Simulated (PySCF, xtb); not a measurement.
F2H2OSeSi, SMILES O[Si](F)(F)[SeH].

GFN2-xTB (xtb) at its own geometry gives an orbital gap of 4.74 eV and a dipole moment of 3.05 D.

The structure is a stationary point at B3LYP-D3(BJ)/def2-SVP. This is a generated structure with no PubChem entry under its InChIKey; it may be hypothetical. Other conformers were not sampled.

Q: What does PBE/def2-TZVP (PySCF) give? (The exact figures need the calculation; the answer reports its results.)

A: gap 5.38 eV (levels -6.57 and -1.19 eV), dipole 2.56 D.
